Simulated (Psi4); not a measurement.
C₆H₁₄B (SMILES [CH2]CB(CC)CC), doublet, geometry from GFN2-xTB; OMP2/STO-3G (Psi4).

Here is a job for Psi4.
```
memory 2 GB

molecule {
0 2
  C    -0.81571304    1.49644311    0.49606975
  C    -1.12370946    1.19925143   -0.87889224
  B     0.01647518    0.17386727   -0.17679816
  C    -0.40761165   -1.29009994    0.31421437
  C    -1.89625439   -1.64115957    0.27361715
  C     1.53991635    0.43359044   -0.60280714
  C     2.57255751   -0.06594262    0.41533499
  H    -0.18869520    2.34297524    0.72671335
  H    -1.52628180    1.23578382    1.26398046
  H    -0.72690411    1.83987995   -1.65112825
  H    -2.07066148    0.74139282   -1.11428056
  H     0.13287451   -2.04684031   -0.26230496
  H    -0.06467319   -1.42339307    1.34681979
  H    -2.26508282   -1.63211672   -0.75005955
  H    -2.06893838   -2.63598655    0.68182680
  H    -2.48365403   -0.93469187    0.85640922
  H     1.74918646   -0.07210133   -1.55179763
  H     1.72785621    1.49541898   -0.78299625
  H     3.58630885    0.14011116    0.07582495
  H     2.42691532    0.42566764    1.37473219
  H     2.47426198   -1.13793348    0.56502969
}

set basis sto-3g
set reference uhf

energy('omp2')
print_variables()
```

The log (banner, timings and long lists left out):

```
    For method 'OMP2', SCF Algorithm Type (re)set to DISK_DF.

   => Loading Basis Set <=

    Name: STO-3G
    Role: ORBITAL
    Keyword: BASIS

         ---------------------------------------------------------
                                   SCF
               by Justin Turney, Rob Parrish, Andy Simmonett
                          and Daniel G. A. Smith
                              UHF Reference
         ---------------------------------------------------------

  ==> Geometry <==

    Molecular point group: c1
    Full point group: C1

    Geometry (in Angstrom), charge = 0, multiplicity = 2:

       Center              X                  Y                   Z               Mass
    ------------   -----------------  -----------------  -----------------  -----------------
         C           -0.808707331734     1.477658761380     0.505863102878    12.000000000000
         C           -1.116703751734     1.180467081380    -0.869098887122    12.000000000000
         B            0.023480888266     0.155082921380    -0.167004807122    11.009305360000
         C           -0.400605941734    -1.308884288620     0.324007722878    12.000000000000
         C           -1.889248681734    -1.659943918620     0.283410502878    12.000000000000
         C            1.546922058266     0.414806091380    -0.593013787122    12.000000000000
         C            2.579563218266    -0.084726968620     0.425128342878    12.000000000000
         H           -0.181689491734     2.324190891380     0.736506702878     1.007825032230
         H           -1.519276091734     1.216999471380     1.273773812878     1.007825032230
         H           -0.719898401734     1.821095601380    -1.641334897122     1.007825032230
         H           -2.063655771734     0.722608471380    -1.104487207122     1.007825032230
         H            0.139880218266    -2.065624658620    -0.252511607122     1.007825032230
         H           -0.057667481734    -1.442177418620     1.356613142878     1.007825032230
         H           -2.258077111734    -1.650901068620    -0.740266197122     1.007825032230
         H           -2.061932671734    -2.654770898620     0.691620152878     1.007825032230
         H           -2.476648321734    -0.953476218620     0.866202572878     1.007825032230
         H            1.756192168266    -0.090885678620    -1.542004277122     1.007825032230
         H            1.734861918266     1.476634631380    -0.773202897122     1.007825032230
[...]
  @DF-UHF Final Energy:  -256.91440199953962
    Total Energy =                       -256.9144019995396206
  DIE_IF_NOT_CONVERGED          => (empty)
[...]
  12     -257.2626645501     -6.19e-11       2.16e-07         4.05e-06        3.58e-09
  13     -257.2626645501     -1.93e-11       1.53e-07         2.97e-06        1.66e-09
  14     -257.2626645502     -1.85e-11       6.32e-08         1.30e-06        1.94e-09

 ==============================================================================
 ======================== DF-OMP2 ITERATIONS ARE CONVERGED ====================
 ==============================================================================

	Computing MP2 energy using optimized MOs...
	=======================================================================
	Nuclear Repulsion Energy (a.u.)    :   297.18301878190101
	DF-HF Energy (a.u.)                :  -256.91440199953962
	REF Energy (a.u.)                  :  -256.91306393578458
	Alpha-Alpha Contribution (a.u.)    :    -0.02112335879819
	Alpha-Beta Contribution (a.u.)     :    -0.30577640014742
	Beta-Beta Contribution (a.u.)      :    -0.02270085545496
	Scaled_SS Correlation Energy (a.u.):    -0.01460807141772
	Scaled_OS Correlation Energy (a.u.):    -0.36693168017691
	DF-SCS-MP2 Total Energy (a.u.)     :  -257.29460368737921
	DF-SOS-MP2 Total Energy (a.u.)     :  -257.27999561596147
	DF-SCS(N)-MP2 Total Energy (a.u.)  :  -256.99019455287015
	DF-MP2 Correlation Energy (a.u.)   :    -0.34826255064553
	DF-MP2 Total Energy (a.u.)         :  -257.26266455018515
	=======================================================================

	=======================================================================
	================ DF-OMP2 FINAL RESULTS ================================
	=======================================================================
	Nuclear Repulsion Energy (a.u.)    :   297.18301878190101
	DF-HF Energy (a.u.)                :  -256.91440199953962
	REF Energy (a.u.)                  :  -256.91306393578458
	DF-SCS-OMP2 Total Energy (a.u.)    :  -257.29460368737921
	DF-SOS-OMP2 Total Energy (a.u.)    :  -257.27999561596147
	DF-SCS(N)-OMP2 Total Energy (a.u.) :  -256.99019455287015
	DF-OMP2 Correlation Energy (a.u.)  :    -0.34826255061085
	Edfomp2 - Eref (a.u.)              :    -0.34960061436590
	DF-OMP2 Total Energy (a.u.)        :  -257.26266455015048
	=======================================================================

  Variable Map:
  ----------------------------------------------------------------------------
[...]
  Array Variable Map:
  ----------------------------------------------------------------------------
[...]
[...]
```
